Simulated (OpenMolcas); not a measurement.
**Nb3+ in a point-charge field**

Nb3+ among 4 point charges of -2 e arranged as a tetrahedron (Td), 2.09 Å from the ion.

```yaml
Program: OpenMolcas
Method: CASSCF
Basis: ANO-RCC-VDZP [6s5p3d1f]
Scalar_Hamiltonian: DKH2, point nucleus
Active_space: 2 electrons in 5 orbitals (4d)
State_averaging: 2S+1 = 3 even, 10 roots; 2S+1 = 1 even, 15 roots
Spin-orbit_coupling: RASSI with atomic mean-field integrals over the reference wave functions
```

The lowest spin-free states (labels of Td), above the lowest:

| State | Degeneracy | E (cm-1) | Free-ion L (%) |
| --- | --- | --- | --- |
| 3A2 | 1 | 0.0 | F (100) |
| 3T2 | 3 | 4032 | F (100) |
| 3T1 | 3 | 6766 | F (96) |
| 1E | 2 | 10647 | D (81) |
| 1T2 | 3 | 14438 | D (87) |
| 3T1 | 3 | 15153 | P (96) |
| 1A1 | 1 | 16798 | G (98) |
| 1T1 | 3 | 17525 | G (100) |
| 1E | 2 | 19099 | G (81) |
| 1T2 | 3 | 21077 | G (87) |
| 1A1 | 1 | 39682 | S (98) |

The lowest levels with spin-orbit coupling:

| E (cm-1) | Degeneracy | Label | 2S+1 |
| --- | --- | --- | --- |
| 0.0 | 3 | T2 | 3 |
| 3902 | 2 | E | 3 |
| 3982 | 1 | A2 | 3 |
| 4127 | 3 | T2 | 3 |
| 4260 | 3 | T1 | 3 |
| 6669 | 3 | T2 | 3 |
| 6850 | 2 | E | 3 |
| 7444 | 3 | T1 | 3 |
| 7735 | 1 | A1 | 3 |
| 10882 | 2 | E | 1 |
| 14230 | 3 | T2 | 1 (75 %) |
| 14726 | 1 | A1 | 3 |
| 15076 | 3 | T1 | 3 |
| 15723 | 2 | E | 3 |
| 16088 | 3 | T2 | 3 (75 %) |
| 17043 | 1 | A1 | 1 |
| 17759 | 3 | T1 | 1 |
| 19354 | 2 | E | 1 |
| 21317 | 3 |  | 1 |
| 39958 | 1 | A1 | 1 |

Powder χT (cm3 K/mol): 0.491 at 2 K, 0.494 at 10 K, 0.513 at 50 K, 0.536 at 100 K, 0.582 at 200 K, 0.627 at 300 K. The effective moment at 300 K is 2.828 √(χT) = 2.24 μB.

The lowest level has 2S+1 = 3, for which the spin-only value is χT = S(S+1) / 2 = 1.000 cm3 K/mol (g = 2). The computed 0.627 at 300 K differs by -0.373, through orbital momentum, spin-orbit coupling and any other state in reach.

Without dynamic correlation the repulsion within the d shell is too large (B by tens of per cent), so at a given field states of lower spin stand too high. Point charges carry no covalency, so the field is a model and not that of real ligands. No measured value stands beside these numbers.

The RASSCF and RASSI steps took 5.1 s on 1 thread of Arm Neoverse V2, with other jobs on the host; the integral step is not counted.
